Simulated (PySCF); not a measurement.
Structure elucidation problem

The spectra below were simulated for a compound C₃H₅N₃O.

¹H NMR (600 MHz, computed): δ 10.40 (br s, 1H), 6.97 (s, 1H), 4.06 (s, 3H).

¹³C{¹H} NMR (computed): δ 163.3, 112.4, 59.3.

- GFN2-xTB geometry
- J: B3LYP/pcJ-1 (spin–dipole term only in couplings to heteroatoms)
- σ from GIAO-PBE0/pcSseg-1
- code: PySCF 2.14.0 with density-fitted response routines
- non-relativistic, fast rotation and ring inversion assumed for equivalent nuclei, gas phase, one conformer

Chemical shifts δ = σref − σ; TMS for ¹H and ¹³C, all at this level.

Problem. Propose a structure and justify it.

Solution. 
- The formula gives 3 degrees of unsaturation (1 ring in the answer).
- 3 carbon signals for 3 carbons: no two carbons are equivalent.
- Carbon types of the structure: 1 × C, 1 × CH, 1 × CH3, leaving 1 H on heteroatoms.
- δC 163.3: aromatic carbon bearing oxygen; an ipso carbon deshielded by its heteroatom.
- δC 112.4: aromatic CH next to a ring nitrogen; it is ortho or para to a lone-pair donor and shielded by resonance.
- δC 59.3: methyl carbon bonded to O; deshielded by the electronegative neighbour.
- δH 10.40: hydrogen on a pyrrole-type ring nitrogen; labile proton, position sensitive to the medium.
- δH 6.97: hydrogen on an aromatic CH next to a ring nitrogen; ortho or para to a lone-pair donor, hence upfield of benzene.
- δH 4.06: hydrogen on a methyl carbon bonded to O; its carbon carries O, which withdraws density.

The compound is `COc1cnn[nH]1`.

This is the structure that produced the data.

OH and NH positions are those of a molecule without intermolecular hydrogen bonds; in solution they move with solvent, concentration and temperature, and exchange usually removes their couplings. Shifts are as computed. Against solution values, carbons near 30 ppm lie about +3 ppm off and those near 130 ppm about +5 ppm. Of 1211 compounds with measured shifts, 218 miss one by over three times the rms of a fit or turn the order of signals round; such compounds aren't used in these exercises.
